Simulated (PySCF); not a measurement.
A PySCF script (with the pyscf-properties extension) for the NMR shieldings of SMILES C=C1COC[SiH2]1, C4H8OSi, on a GFN2-xTB geometry:

```python
import basis_set_exchange as bse
import numpy as np
from pyscf import gto, dft
from pyscf.prop import nmr

atoms = """
C     1.977705    0.905066    0.056617
C     0.763392    0.379717    0.037151
C    -0.498696    1.200460   -0.089557
O    -1.604426    0.495489    0.420639
C    -1.605170   -0.849085   -0.042472
Si    0.212087   -1.422284    0.153667
H     2.856400    0.287462    0.137124
H     2.147911    1.969515   -0.010722
H    -0.444832    2.139202    0.465845
H    -0.659999    1.433469   -1.157201
H    -2.335321   -1.378391    0.566887
H    -1.949004   -0.883435   -1.086428
H     0.666784   -2.263432   -0.954052
H     0.472490   -2.014225    1.465400
"""
names = dict.fromkeys(["C", "O", "Si", "H"], "pcSseg-1")
basis = {el: gto.basis.parse(bse.get_basis(n, elements=[el], fmt="nwchem")) for el, n in names.items()}
mol = gto.M(atom=atoms, basis=basis, charge=0, verbose=0)
mf = dft.RKS(mol, xc="PBE0")
mf.grids.level = 2
mf.grids.alignment = dft.numint.BLKSIZE   # the property module wants whole blocks of grid points
mf.conv_tol = 1e-9
mf.kernel()

calc = nmr.RKS(mf)   # GIAO
C = mf.mo_coeff
Co = C[:, mf.mo_occ > 0]
resp = mf.gen_response(singlet=True, hermi=2)
def vind(x):   # induced exchange potential for any number of trial vectors
    d = np.einsum("pi,xij,qj->xpq", C, 2 * x.reshape(-1, C.shape[1], Co.shape[1]), Co, optimize=True)
    return np.einsum("xpq,pi,qj->xij", resp(d - d.transpose(0, 2, 1)), C, Co, optimize=True).ravel()
mo1, _ = nmr.rhf.solve_mo1(calc, with_cphf=vind)
sigma = calc.kernel(mo1)
for i, s in enumerate(sigma):   # ppm
    print("%2d %-2s %9.2f" % (i, mol.atom_pure_symbol(i), np.trace(s) / 3))
```

Problem. Give the expected output.

Solution. 
```
 0 C      56.79
 1 C      29.31
 2 C     106.78
 3 O     287.23
 4 C     125.58
 5 Si    400.07
 6 H      25.69
 7 H      25.45
 8 H      27.14
 9 H      27.54
10 H      27.49
11 H      28.13
12 H      27.32
13 H      27.42
```

These numbers come from an equivalent density-fitted implementation of the same equations, which agrees with the script to about 0.01 ppm for H and up to a few tenths of a ppm for heavy atoms, so last digits may differ.

Problem. Turn these shieldings into chemical shifts. Shifts are taken against calculated references (same method and geometry level): TMS for ¹³C (186.93 ppm) and ²⁹Si (349.16 ppm) and ¹H (31.72 ppm); ¹⁷O (336.08 ppm) vs H2O.

Solution. Averaging equivalent atoms: C 1: 157.6; C 0: 130.1; C 2: 80.1; C 4: 61.3; O 3: 48.8; Si 5: -50.9; H 7: 6.27; H 6: 6.02; H 8/9: 4.38; H 12/13: 4.35; H 10/11: 3.91 ppm. Experimental scales use liquid or dissolved standards, which lie at an offset from isolated H2O (liquid H2O: subtract about 36 ppm).

Size and cost of the density-fitted run: 149 basis functions, 39 s wall time on 1 thread of an Arm Neoverse N1, shared host; peak memory 0.71 GiB.
